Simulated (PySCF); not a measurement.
## Vertical ionisation of several complexes

Computed with PySCF 2.14.0, PBE0, def2-SVP on the ligands and scalar-relativistic core potentials on the metal (def2; Stuttgart 1997 for actinides; CRENBL for Ra), no spin-orbit coupling, vacuum. One electron is taken off at the relaxed geometry; the lower of the one or two spin states computed is given. Charges are Mulliken's.

The compounds:

| compound | state | point group | M–first ligand (Å) |
| --- | --- | --- | --- |
| [La(CH3)2]+ | singlet | C2 | 2.387 |
| [HfCl3(NH3)]+ | singlet | C3v | 2.297 |
| [HfH3(H2O)]+ | singlet | Cs | 1.805 |
| [La(NH2)2]+ | singlet | C2v | 2.203 |
| [Y(OH)2]+ | singlet | C2v | 1.940 |
| [Bi(SH)2]+ | singlet | C2v | 2.455 |

Task: Order them by vertical ionisation energy, lowest first.
A. [La(CH3)2]+
B. [HfCl3(NH3)]+
C. [Y(OH)2]+
D. [La(NH2)2]+
E. [Bi(SH)2]+
F. [HfH3(H2O)]+

Result: A (13.05 eV), D (13.29 eV), E (14.64 eV), F (15.79 eV), B (15.98 eV), C (16.10 eV).

Task: What are the other results?

Result: 
| compound | ionisation energy (eV) | −ε(HOMO) (eV) | state after | change of charge on M (e) | spin on M after (e) |
| --- | --- | --- | --- | --- | --- |
| [La(CH3)2]+ | 13.05 | 11.05 | doublet | 0.29 | 0.14 |
| [HfCl3(NH3)]+ | 15.98 | 13.97 | doublet | 0.13 | -0.15 |
| [HfH3(H2O)]+ | 15.79 | 13.32 | doublet | 0.22 | 0.17 |
| [La(NH2)2]+ | 13.29 | 11.29 | doublet | 0.38 | -0.11 |
| [Y(OH)2]+ | 16.10 | 13.71 | doublet | 0.36 | -0.10 |
| [Bi(SH)2]+ | 14.64 | 12.73 | doublet | 0.24 | -0.36 |

One start shape was tried for each compound. Distances are means of the shortest metal–ligand contacts. Open shells may have lower solutions than those found. Where the spin on M lies well between 0 and 1 the hole is shared, which such functionals overdo.
